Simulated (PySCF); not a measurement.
**Structure elucidation problem**

The spectra below were simulated for a compound C$_{4}$H$_{8}$ClFSi$_{2}$.

$^{1}$H NMR (300 MHz, computed): δ 4.44 (m, 1H), 4.43 (m, 1H), 0.57 (m, 3H), 0.37 (m, 3H).

$^{13}$C{$^{1}$H} NMR (computed): δ 116.9, 115.0, 5.6, -5.2.

- NMR shieldings at PBE0/pcSseg-1/GIAO
- coordinates at the GFN2-xTB level
- code: PySCF
- isolated molecule, one computed conformer, relativity neglected, rapidly exchanging positions averaged

Shifts are taken against calculated references (same method and geometry level): $^{1}$H (σref 31.72) and $^{13}$C (σref 186.93) against TMS.

Task: Choose the structure that fits.
A. C[SiH2]C#C[Si@@](C)(F)Cl
B. F[SiH2][SiH2]C1=C(Cl)CC1
C. FC1=C(Cl)C[SiH2][SiH2]C1

Result: A. 

1. The formula gives 2 degrees of unsaturation (no ring in the answer).
2. 4 carbon signals for 4 carbons: no two carbons are equivalent.
3. Carbon types of the structure: 2 × C, 2 × CH3, leaving 2 H on heteroatoms.
4. δC 116.9, 115.0: alkyne carbon.
5. δC 5.6, -5.2: methyl carbon bonded to Si; an electropositive neighbour leaves it electron-rich and shielded.
6. δH 4.44, 4.43: hydrogen on a silicon bonded to 2 C.
7. δH 0.57, 0.37: hydrogen on a methyl carbon bonded to Si; an electropositive neighbour shields it, as in TMS itself.

The others: F[SiH2][SiH2]C1=C(Cl)CC1 has carbons computed at 158.6, 148.8, 42.1, 30.5, with a different DEPT pattern; FC1=C(Cl)C[SiH2][SiH2]C1 has carbons computed at 163.1, 118.3, 19.4, 15.1, with a different DEPT pattern.

Splittings by $^{19}$F in the carbon and heteronuclear signals aren't shown, as no couplings were computed. Shifts are as computed. Against solution values, carbons near 30 ppm lie about +3 ppm off and those near 130 ppm about +5 ppm. Of 1309 compounds with measured shifts, 239 miss one by over three times the rms of a fit or turn the order of signals round; such compounds aren't used in these exercises. No couplings were computed; multiplicities are counted from neighbouring protons, with m where these are inequivalent, close in shift, in a saturated or five-membered ring or joined by F or P, and br s for small geminal =CH2 splittings.
